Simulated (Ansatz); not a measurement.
A structure relaxed at B3LYP-D4/def2-SVP in Ansatz, charge 0, doublet:

Cartesian coordinates in Å:
```
Cu -0.0945 -1.2491 1.1500
Cu -1.5810 0.5642 0.2743
Cu 0.9090 0.3727 -0.7719
O -0.7255 1.0083 -1.2199
O 1.4920 -0.6961 0.5675
```

Give its formula and point group.

the cluster Cu₃O₂. Point group C2 (tolerance 0.1 Å).

Summarise the bond lengths by kind (pairs closer than 1.2 times the sum of covalent radii, bridged metal pairs left out).

4 × Cu–O 1.78 to 1.81 Å; 1 × Cu–Cu 2.50 Å.

Another isomer (doublet) lies 0.25 eV lower at PBE0-D4/def2-TZVP; other spin states weren't run for this one.
